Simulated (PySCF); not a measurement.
Precursor series Zr Cl-F. Isolated molecules, 0 K electronic values unless said otherwise.

The numbers are results of PBE-D3(BJ)/def2-TZVP // r2SCAN-D4/def2-SVP run with PySCF, not measurements. 

```
species                                 LUMO (eV)  charge on the central atom (Mulliken) (e)  coordination number  HOMO–LUMO gap (eV)
--------------------------------------  ---------  -----------------------------------------  -------------------  ------------------
0 of 4 Cl replaced by F ([Zr(Cl)4])         -3.52                                       1.20                    4                4.82
1 of 4 Cl replaced by F ([Zr(Cl)3(F)])          …                                          …                    4                5.00
2 of 4 Cl replaced by F                     -3.08                                       1.43                    4                   …
3 of 4 Cl replaced by F                     -2.70                                          …                    4                5.84
4 of 4 Cl replaced by F ([Zr(F)4])          -2.26                                          …                    4                7.89
```

Task: What belongs in the gaps?

Result: 
- 1 of 4 Cl replaced by F ([Zr(Cl)3(F)]), LUMO (eV): -3.32
- 1 of 4 Cl replaced by F ([Zr(Cl)3(F)]), charge on the central atom (Mulliken) (e): 1.32
- 2 of 4 Cl replaced by F, HOMO–LUMO gap (eV): 5.31
- 3 of 4 Cl replaced by F, charge on the central atom (Mulliken) (e): 1.53
- 4 of 4 Cl replaced by F ([Zr(F)4]), charge on the central atom (Mulliken) (e): 1.63
